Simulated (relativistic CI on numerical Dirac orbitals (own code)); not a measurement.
**Zeeman pattern of Al 3961.52 Å at 1.5 T**

Problem. The line 3s2 3p 2P°_3/2 – 3s2 4s 2S_1/2 of Al lies at 3961.52 Å (air; NIST Handbook). Calculate its Zeeman pattern at B = 1.5 T, seen across the field, in LS coupling, and compare it with the Doppler width at an assumed gas temperature of 600 K.

Working.
1. Landé factors g = 3/2 + [S(S + 1) − L(L + 1)]/[2J(J + 1)]: lower 1.3333, upper 2.0000.
2. The unit is μB B/hc = 0.46686 × 1.5 = 0.7003 cm⁻¹, or 109.9 mÅ at this wavelength. A component is shifted by g_u m_u − g_l m_l units. Seen across the field, the strengths for lower J and m are J² − m² (π) and ¼(J − m)(J − m − 1) (σ).
3. π components (Δm = 0), symmetric about zero, as shift (strength, strongest of all = 100): ±0.333 (100).
4. σ components with Δm = +1, mirrored for −1: 1.000 (75), 1.667 (25).
5. The centre of the σ group lies at ḡ = 1.167 units, 128.3 mÅ from the line centre.
6. The Doppler width is 7.16 × 10⁻⁷ λ √(T/M) = 13.4 mÅ (FWHM, M = 27), so the sum of Gaussians shows separate peaks away from the centre.

Check. A relativistic CI calculation gives g = 1.3341 and 2.0023 for the two levels. The nearest fine-structure partner lies 112 cm⁻¹ away, 160 Zeeman units, so the weak-field formulas hold; hyperfine structure, which matters at weak fields for isotopes with nuclear spin, is neglected.
